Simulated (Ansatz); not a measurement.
One change: `[AlH2][AlH][SeH]` becomes `[NH2][AlH][AlH2]`.

Ansatz, PBE0-D4/def2-TZVP geometries, multiplicity 1. Each molecule was computed in one conformer, which needn't be the lowest.

Scalar relativity is left out up to krypton. Spin–orbit coupling is left out; it splits and shifts lone-pair levels of the heavy atoms by tenths of an eV.

| property | `[AlH2][AlH][SeH]` |
| --- | --- |
| HOMO–LUMO gap (PBE0/def2-TZVPP) / eV | 4.82 |
| zero-point energy (PBE0-D4/def2-TZVP) / kJ/mol | 74.4 |
| LUMO energy (ωB97M-V/def2-TZVPP) / eV | -0.69 |
| HOMO–LUMO gap (B3LYP/def2-TZVPP) / eV | 4.47 |
| HOMO energy (PBE0/def2-TZVPP) / eV | -7.13 |
| HOMO energy (ωB97M-V/def2-TZVPP) / eV | -9.03 |

(1) What does the change do to each property? (Estimate.)

Answers

(1) Computed: 
| property | `[NH2][AlH][AlH2]` | shift |
| --- | --- | --- |
| HOMO–LUMO gap (PBE0/def2-TZVPP) / eV | 4.42 | -0.40 |
| zero-point energy (PBE0-D4/def2-TZVP) / kJ/mol | 120.2 | 45.8 |
| LUMO energy (ωB97M-V/def2-TZVPP) / eV | -0.73 | -0.04 |
| HOMO–LUMO gap (B3LYP/def2-TZVPP) / eV | 4.09 | -0.38 |
| HOMO energy (PBE0/def2-TZVPP) / eV | -6.83 | 0.30 |
| HOMO energy (ωB97M-V/def2-TZVPP) / eV | -8.74 | 0.29 |

With PBE0 the HOMO rises by 0.30 eV and the LUMO falls by 0.09 eV, so the gap narrows by about 0.39 eV. PBE moves the HOMO by 0.32 eV and ωB97M-V by 0.29 eV. The zero-point energy changes by 45.8 kJ/mol with +3 modes.

B3LYP here is the variant with VWN-RPA as its local correlation; programs differ in this.
